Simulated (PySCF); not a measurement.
A structure optimised at PBE-D3(BJ)/def2-SVP, used in a PySCF frequency run:

```xyz
10

B      0.1130    -0.1797     0.0000
Cl    -1.6238     0.1336     0.0000
Cl     0.6397    -1.8671     0.0000
C      1.1707     0.9785     0.0000
C      0.6542     2.4196     0.0000
H      1.8393     0.7904    -0.8728
H      1.8393     0.7904     0.8728
H      0.0256     2.6236     0.8900
H      0.0256     2.6236    -0.8900
H      1.4862     3.1518     0.0000
```
Charge 0, spin multiplicity 1.

Question: Write its SMILES, formula and point group.

Answer: CCB(Cl)Cl, C2H5BCl2, Cs

Question: What are its rotational constants (standard atomic weights)?

Answer: 3.6008, 2.1558, 1.3714 GHz
